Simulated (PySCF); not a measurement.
trans-ethylamine (C$_{2}$H$_{7}$N), singlet, at a GFN2-xTB geometry. Base run: MP2/cc-pVDZ (PySCF).

PySCF was given this input:
```python
from pyscf import gto, scf, mp

mol = gto.Mole()
mol.atom = '''
    C     1.21347580   -0.33489211   -0.00053948
    C    -0.01511352    0.57959694   -0.00065065
    N    -1.29044637   -0.11469946    0.00111158
    H     2.12582993    0.25587901   -0.00190763
    H     1.21478843   -0.97056086    0.88382899
    H     1.21344556   -0.97257980   -0.88345425
    H     0.00625613    1.22117055   -0.88594093
    H     0.00760037    1.22319154    0.88313798
    H    -1.36186295   -0.71028181    0.82013011
    H    -1.36310650   -0.71215141   -0.81643455
'''
mol.basis = 'cc-pvdz'
mol.verbose = 4
mol.build()

mf = scf.RHF(mol)
mf.kernel()

pt = mp.MP2(mf)
pt.kernel()
print('E(MP2) = %.10f' % pt.e_tot)
```

**Question.** The base was run again with changes. Order these runs by total energy, lowest first: method = ccsd | cart = on | method = cisd | frozen = 4 | method = ccsd(t) | frozen = 2.

**Answer.** method = ccsd(t) (ΔE vs base (mEh) -56.107), method = ccsd (ΔE vs base (mEh) -42.656), cart = on (ΔE vs base (mEh) -9.369), frozen = 2 (ΔE vs base (mEh) 5.168), method = cisd (ΔE vs base (mEh) 19.731), frozen = 4 (ΔE vs base (mEh) 65.107)
